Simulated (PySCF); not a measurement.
## Removing an electron from `ClB(Cl)[SiH]1NCCN1`

Compound: C2H7BCl2N2Si.
Geometry (PBE0-D3(BJ)/def2-SVP, Å), atoms numbered from 1 in this order:
```xyz
15
C2H7BCl2N2Si angstrom
Cl     4.001    0.353    1.038
B      2.531    0.090    0.119
Cl     2.675   -0.659   -1.463
Si     0.676    0.500    0.831
N     -0.318   -0.934    0.884
C     -1.162   -0.985   -0.300
C     -1.529    0.464   -0.618
N     -0.324    1.242   -0.382
H      0.781    1.209    2.150
H      0.013   -1.831    1.219
H     -0.643   -1.428   -1.175
H     -2.073   -1.579   -0.119
H     -1.868    0.547   -1.664
H     -2.372    0.779    0.031
H     -0.394    2.237   -0.547
```

Level: CAM-B3LYP/def2-SVPD (PySCF). Frontier orbitals with their largest atomic shares (Löwdin; up to four atoms above 4 %):

| orbital | ε (eV) | main atoms |
| --- | --- | --- |
| HOMO−3 | -10.44 | Cl1 51 %, Cl3 38 % |
| HOMO−2 | -10.03 | Cl3 28 %, Si4 14 %, B2 14 %, Cl1 13 % |
| HOMO−1 | -8.14 | N8 40 %, N5 21 %, C7 9 %, Si4 6 % |
| HOMO | -8.04 | ? |
| LUMO | -1.01 | B2 46 %, Cl1 17 %, Cl3 15 %, Si4 12 % |
| LUMO+1 | 0.80 | B2 42 %, Cl3 16 %, Cl1 15 %, Si4 7 % |
| LUMO+2 | 1.42 | Cl1 15 %, Si4 13 %, C7 12 %, H15 10 % |

**Question.** What vertical ionisation energy does ΔSCF give, and how far is −ε(HOMO) from it?

**Answer.** ΔSCF: 8.68 eV (837 kJ/mol; threshold wavelength 143 nm); ⟨S²⟩ of the doublet left behind is 0.763, against 0.75 for a pure doublet. −ε(HOMO) is 8.04 eV, 0.64 eV below it. For the exact functional −ε(HOMO) would equal the first vertical ionisation energy; CAM-B3LYP (range-separated hybrid) falls short of its own ΔSCF value by 7 %.

**Question.** On which atoms does the HOMO lie?

**Answer.** N5 (silicon-bound nitrogen) 30 %, N8 (silicon-bound nitrogen) 14 %, Si4 (SiH silicon) 14 %, B2 (three-coordinate boron) 10 %, so no atom holds as much as 40 %. The HOMO−1 lies 0.10 eV lower.

**Question.** And the vertical electron affinity, the fundamental gap, Mulliken's electronegativity and the hardness (with the factor ½)?

**Answer.** EA = 0.47 eV by ΔSCF (−ε(LUMO) = 1.01 eV). IE − EA = 8.21 eV against an orbital gap of 7.03 eV; (IE + EA)/2 = 4.58 eV; (IE − EA)/2 = 4.10 eV.

**Question.** What total energies stand behind the ΔSCF value?

**Answer.** E(N) = -1424.19534 Eh and E(N − 1) = -1423.87640 Eh at the same geometry, 0.31894 Eh apart. With one more electron, E(N + 1) = -1424.21276 Eh.

**Question.** What kinetic energy would electrons from this vertical process carry with Lyman-α light (10.199 eV)?

**Answer.** 10.20 − 8.68 = 1.52 eV.

The structure is a single PBE0-D3(BJ)/def2-SVP conformer in the gas phase; no vibrational or solvent corrections.
